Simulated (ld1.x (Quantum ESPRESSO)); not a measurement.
## lithium (Li): one change to a TM semilocal potential, before and after

* Element: Li
* Generator: ld1.x (Quantum ESPRESSO) 7.5
* Type: norm-conserving Troullier–Martins (semilocal form)
* Functional: BP86
* Relativity: scalar-relativistic
* Frozen core: none
* Valence charge: 3
* Reference configuration: 1s2 2s1 2p0
* Partial waves: 1s (bound): rc 0.40 bohr; 2p (bound, empty): rc 4.20 bohr
* Local potential: the p channel
* Core correction: none

Occupied shells without a wave of their own: 2s. They enter only through the test configuration that unscreens the potential.

Change: core [He], valence charge 1; reference 2s0.5 2p0; waves now 2p (bound): rc 4.20 bohr; 2s (bound): rc 2.45 bohr; local potential the s channel.

Cutoffs: the cutoffs (Ry, on a coarse ladder) from which the occupation-weighted sum of valence levels, in a spherical-Bessel basis at the reference potential, stays within 10 and 1 mRy of its value at 400 Ry; they do not see the model core or the augmentation charge, which bear on the density cutoff. Errors are all-electron minus pseudo energies relative to the spin-unpolarised reference configuration.

Problem. What does the change do?

Solution. The number of tests with a reliable result goes from 4 to 2; the range in which the s phases agree narrows (upper end at the end of the scan → 0.5); neither file shows a bound ghost. In the semilocal form every listed channel keeps its own potential, so the choice of the local channel does not act on these tests. It acts once the file is put into the separable form. A semilocal file is local in each channel, so a ghost entry of none says nothing of the separable form that plane-wave codes build from it. Several settings change at once here, so the effects cannot be laid on one of them.

| quantity | base | changed |
| --- | --- | --- |
| cutoff, loose | over 300 Ry | 6 Ry |
| cutoff, tight | over 300 Ry | 6 Ry |
| bound ghosts | none | none |
| largest error over its own tests, meV | -8.5 | +1.4 |
| s: phases at 4.57 bohr within 0.05 rad from the reference energy up to (Ry; the scan ends near 5) | to the end of the scan | 0.5 |
| p: phases at 4.57 bohr within 0.05 rad from the reference energy up to (Ry; the scan ends near 5) | 0.6 | 0.4 |
